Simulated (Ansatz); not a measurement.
Reactions of C$_{4}$H$_{7}$Al, SMILES `C#[C][AlH][CH2]C`.

Program: Ansatz. Geometries: PBE0-D4/def2-TZVP. ΔE: electronic, gas phase. CBS: MP2 limit from def2 TZ/QZ plus the TZ coupled-cluster correction, frozen cores. This one scheme is used for every species, atoms too. DFT in def2-TZVPP. No spin–orbit coupling; open shells (•) take unrestricted orbitals. Spin–orbit coupling would lower the free atoms: a little for Al, C. def2 core potentials past Kr. For Se, Sn, Te outer-core shells are correlated without core-valence functions, so the limit isn't a true one: a few kJ/mol of doubt a bond, and 10 to 20 or more in all where bonds break to atoms. Scalar relativity is left out up to krypton. One conformer a species, not always the lowest.

```csv
reaction,ωB97X-V (kJ/mol),r2SCAN-D4 (kJ/mol),CCSD(T)/CBS(def2) (kJ/mol)
`C#[C][AlH][CH2]C` + `C[O][SnH2][SeH]` → `C[O][SnH2][Se]C` + `C#[C][AlH][CH3]`,-7,-9,-10
`C#[C][AlH][CH2]C` + H₂ → `C#[C][AlH][CH3]` + CH₄,-86,-88,-85
`C#[C][AlH][CH2]C` + `CCCCCC` → `C#[C][AlH][CH3]` + `CCCCCCC`,-20,-21,-21
`C#[C][AlH][CH2]C` + H₂S → `C[CH2][AlH][SH]` + `C#C`,-58,-59,-59
`C#[C][AlH][CH2]C` + `CCC(C)CC` → `CCC(C)(CC)CC` + `C#[C][AlH2]`,24,31,23
`C#[C][AlH][CH2]C` + H₂Te → `C[CH2][AlH][TeH]` + `C#C`,-60,-63,-67
`C#[C][AlH][CH2]C` → Al• + 4 C• + 7 H•,4665,4679,4667
`C#[C][AlH][CH2]C` → `CC1=[C]([AlH2])C1`,79,81,102
`C#[C][AlH][CH2]C` + H₂ → `C#[C][AlH2]` + `CC`,-34,-28,-30
`C#[C][AlH][CH2]C` + H₂O → `C#[C][AlH][OH]` + `CC`,-157,-159,-154
```

Largest T1 diagnostic: 0.018, for Al•.
